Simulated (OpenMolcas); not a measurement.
Computed levels of 4s² 4p² in ions with 32 electrons, in cm-1 above ³P₀.

| Property | Result |
| --- | --- |
| Program | OpenMolcas 26.06 |
| Method | SS-CASPT2, IPEA 0.25 Eh, imaginary shift 0.1 Eh |
| Basis | ANO-RCC-VTZP |
| Scalar Hamiltonian | DKH2, point nucleus |
| Spin-orbit coupling | state interaction with AMFI integrals over the reference wave functions, term energies averaged over their components |

Active space for each ion: 2 electrons in 3 orbitals (4p); closed shells correlated by CASPT2: 3d 4s.

```json
{"Level": "³P₁", "Ge": "486", "As+": "936", "Br3+": "2380"}
{"Level": "³P₂", "Ge": "1267", "As+": "2290", "Br3+": "5230"}
{"Level": "¹D₂", "Ge": "8520", "As+": "10170", "Br3+": "16210"}
{"Level": "¹S₀", "Ge": "18660", "As+": "23020", "Br3+": "34230"}
```

Problem. Estimate ³P₂, ¹D₂, ¹S₀ for Se2+ from its neighbours As+ and Br3+.

Solution. ³P₂ is fine structure, which grows about as the fourth power of a screened charge, so the fourth roots are averaged: ((2290^0.25 + 5230^0.25) / 2)^4 = 3535. The calculation gives 3610, so the estimate is off by -2.1 %; the measured value is 3937 (Moore, Atomic Energy Levels, vol. II, NSRDS-NBS 35 (1971 reprint of NBS Circular 467, 1952)).
¹D₂ is another term, which grows about linearly with the charge: (10170 + 16210) / 2 = 13190. The calculation gives 13080, so the estimate is off by +0.8 %; the measured value is 13032 (Moore, Atomic Energy Levels, vol. II, NSRDS-NBS 35 (1971 reprint of NBS Circular 467, 1952)).
¹S₀ is another term, which grows about linearly with the charge: (23020 + 34230) / 2 = 28625. The calculation gives 28690, so the estimate is off by -0.2 %.

Term energies are means over components that CASPT2 splits; among the terms shown or strongly mixed into the levels shown the widest spread is 110 cm-1 (4s² 4p² ¹D, Br3+). With the s shell closed, the reference lacks s² → p² mixing. Some terms miss by over 15 % even with CASPT2, which points to a basis or an active space too small for the shells correlated (holds for Ge). Computed and measured levels are paired by configuration, term and J; levels that our copy of the source lacks, or whose pairing is in doubt (as where it misses far off the trend of its configuration), stay unpaired and out of the deviations. Only configurations of the active space appear.
